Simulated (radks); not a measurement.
Excited configurations of the sulfur ion S3+: one electron is placed in a higher orbital outside [Ne] 3s2. The ground configuration is [Ne] 3s2 3p1. Calculated with a radial shooting solver on a logarithmic mesh with Libxc functionals: Dirac Kohn-Sham, PBE, spin-unpolarised, spherical densities, point nucleus; open shells fill j = l - 1/2 first. Excitation = E - E(ground); binding = E(ion) - E, where the ion is the core of charge +4; n* = 4/sqrt(2 binding) in atomic units, and the quantum defect is n - n*.

| outer orbital | excitation (eV) | binding (eV) | n* | quantum defect | eigenvalue (eV) | <r> (bohr) |
|---|---|---|---|---|---|---|
| 4d3/2 | 30.632 | 16.254 | 3.660 | 0.340 | -14.101 | 4.366 |
| 5p1/2 | 34.370 | 12.517 | 4.170 | 0.830 | -11.102 | 6.433 |
| 5d3/2 | 36.650 | 10.237 | 4.612 | 0.388 | -9.007 | 7.389 |
| 5f5/2 | 37.595 | 9.291 | 4.840 | 0.160 | -8.057 | 7.408 |
| 6s1/2 | 37.818 | 9.069 | 4.899 | 1.101 | -8.144 | 9.184 |
| 6d3/2 | 39.857 | 7.029 | 5.565 | 0.435 | -6.267 | 11.12 |

The Delta-SCF ionisation energy is 46.886 eV (NIST Atomic Spectra Database: 47.22 eV, semi-empirical). Self-interaction in the functional shifts the binding energies and quantum defects, so they are the method's values and not measured ones. Spin polarisation and multiplet splitting are left out, so open shells lie too high by an amount that depends on their filling.

Beside tabulated values, note that spin-unpolarised runs miss the spin-polarisation part of the exchange energy of open shells.
